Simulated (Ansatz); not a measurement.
**Molecular dynamics of BrFH₃NSi**

input.yaml

```yaml
crystal:
  periodic: [false, false, false]
  atoms:
    - { symbol: "N", position_ang: [-0.012593, 0.905301, -0.125764] }
    - { symbol: Si, position_ang: [0.440048, -0.910076, 0.134037] }
    - { symbol: F, position_ang: [-0.108951, -1.071495, 1.681796] }
    - { symbol: Br, position_ang: [-0.941027, -2.162347, -1.178541] }
    - { symbol: H, position_ang: [-0.491016, 1.486743, 0.582398] }
    - { symbol: H, position_ang: [-0.184091, 1.252754, -1.079797] }
    - { symbol: H, position_ang: [1.358832, 0.431121, -0.059728] }
magnetization:
  spin_polarized: true
basis:
  gaussian: { orbitals: def2-SVP }
hamiltonian:
  xc: pbe
  dispersion: d4
md:
  timestep: 0.5
  n_steps: 200
  ensemble: nve
  temperature: 300.0
  initial_velocities: maxwell_boltzmann
  seed: 9684
```

Command:

```bash
$ ansatz run input.yaml --threads 2 --pin off --max-ram 3072MiB --backend cpu --events-out ev --progress --plain --runs-dir out
```

It starts at the highest image of a converged band. Of that band: Neighbouring images differ by up to 1.7 eV, so the band resolves the path poorly. A vibrational analysis at the climbing image gives one clearly imaginary mode, 1335i cm⁻¹: a first-order saddle point.

Output, in part (step lines, the closing report, with atoms numbered from 0):

```
md step     0: t =     0.00 fs  T =   300.0 K  F+E_penalty+E_count = -82147.59001054 eV  E_kin = 0.193890 eV  conserved = -82147.39612054 eV  (30 SCF iters)
md step     1: t =     0.50 fs  T =   298.9 K  F+E_penalty+E_count = -82147.58933080 eV  E_kin = 0.193211 eV  conserved = -82147.39611988 eV  (33 SCF iters)
md step     2: t =     1.00 fs  T =   295.9 K  F+E_penalty+E_count = -82147.58732546 eV  E_kin = 0.191238 eV  conserved = -82147.39608702 eV  (33 SCF iters)
md step     3: t =     1.50 fs  T =   291.7 K  F+E_penalty+E_count = -82147.58457452 eV  E_kin = 0.188544 eV  conserved = -82147.39603082 eV  (33 SCF iters)
md step     4: t =     2.00 fs  T =   287.9 K  F+E_penalty+E_count = -82147.58201604 eV  E_kin = 0.186049 eV  conserved = -82147.39596657 eV  (33 SCF iters)
md step     5: t =     2.50 fs  T =   285.9 K  F+E_penalty+E_count = -82147.58070153 eV  E_kin = 0.184791 eV  conserved = -82147.39591027 eV  (33 SCF iters)
md step     6: t =     3.00 fs  T =   287.3 K  F+E_penalty+E_count = -82147.58154026 eV  E_kin = 0.185667 eV  conserved = -82147.39587374 eV  (33 SCF iters)
md step     7: t =     3.50 fs  T =   292.8 K  F+E_penalty+E_count = -82147.58511029 eV  E_kin = 0.189249 eV  conserved = -82147.39586141 eV  (33 SCF iters)
[... lines left out ...]
Total energy: -82149.42698555 eV, -3018.9357588374 hartree
Atom 0 at    -0.162498     0.687022    -0.326741 Å, force     0.254171     0.583973    -0.812375 eV/Å
Atom 1 at     0.374328    -0.887421     0.188645 Å, force     0.311309     1.916179     1.157092 eV/Å
Atom 2 at    -0.050651    -1.098128     1.830834 Å, force     0.733210    -0.241407    -2.028698 eV/Å
Atom 3 at    -0.915282    -2.100527    -1.183298 Å, force     0.220475    -0.662794     0.315521 eV/Å
Atom 4 at     0.460541     1.522900    -0.616192 Å, force    -1.256024    -1.851412     0.536382 eV/Å
Atom 5 at    -0.896509     0.407978    -1.016109 Å, force     0.360401     1.267170     0.245105 eV/Å
Atom 6 at     1.894189    -0.756782    -0.085487 Å, force    -0.623542    -1.011709     0.586971 eV/Å
Dipole moment:     0.229378     0.186412    -0.380883 e Å
```

The steps, from the saved trajectory:

```csv
time (fs),T (K),potential energy less start (eV),conserved less start (meV/atom)
0.0,300,0.000,0.00
3.0,287,0.008,0.04
6.0,383,-0.053,0.04
9.0,726,-0.275,0.09
12.0,1582,-0.828,0.07
15.0,2865,-1.659,-0.21
18.0,3509,-2.076,-0.31
21.0,3103,-1.813,-0.19
24.0,2312,-1.301,-0.09
27.0,1696,-0.902,-0.06
30.0,1206,-0.588,-0.33
33.0,430,-0.081,0.41
36.0,1771,-0.954,-0.47
39.0,2327,-1.311,-0.23
42.0,2214,-1.237,-0.06
45.0,2380,-1.345,-0.04
48.0,2941,-1.708,-0.21
51.0,2980,-1.735,-0.45
54.0,1699,-0.903,0.11
57.0,1035,-0.475,-0.02
60.0,970,-0.433,0.05
63.0,1575,-0.824,-0.02
66.0,2598,-1.487,-0.15
69.0,3276,-1.925,-0.25
72.0,3140,-1.837,-0.16
75.0,2553,-1.457,-0.09
78.0,1835,-0.992,-0.07
81.0,1257,-0.619,-0.03
84.0,1048,-0.483,0.02
87.0,1339,-0.672,-0.11
90.0,1628,-0.859,-0.07
93.0,2027,-1.116,-0.04
96.0,2769,-1.597,-0.19
99.0,3158,-1.849,-0.25
```

All steps were run. The conserved energy stayed within 0.48 meV per atom of its start (net change -0.23 meV per atom), so the integration is sound. The kinetic energy rose, since the run started high on the potential surface and went downhill. A run of 0.1 ps of so small a system gives no equilibrium averages. The orbitals stay closed-shell, which can raise the energy where a bond breaks towards radicals; this wasn't checked here.

Between its relaxed ends the band would form N1–H7 and break Si2–H7. These pairs go: N1–H7 1.45 → 2.52 Å, Si2–H7 1.64 → 1.55 Å. In the last frame they stand as before the step (other bonds may differ from the relaxed reactants and products). It ends as one piece, BrFH3NSi. Pairs count as bonded within 1.25 times the sum of covalent radii (0.12 Å more for H–H).

Last frame:

```xyz
7
Properties=species:S:1:pos:R:3
N -0.163 0.687 -0.327
Si 0.374 -0.887 0.189
F -0.051 -1.098 1.831
Br -0.915 -2.100 -1.183
H 0.461 1.523 -0.616
H -0.896 0.408 -1.016
H 1.894 -0.757 -0.086
```

The run took 4.8 min on 2 threads of Intel(R) Xeon(R) Platinum 8488C (Sapphire Rapids) (shared host), peak memory 0.18 GiB.
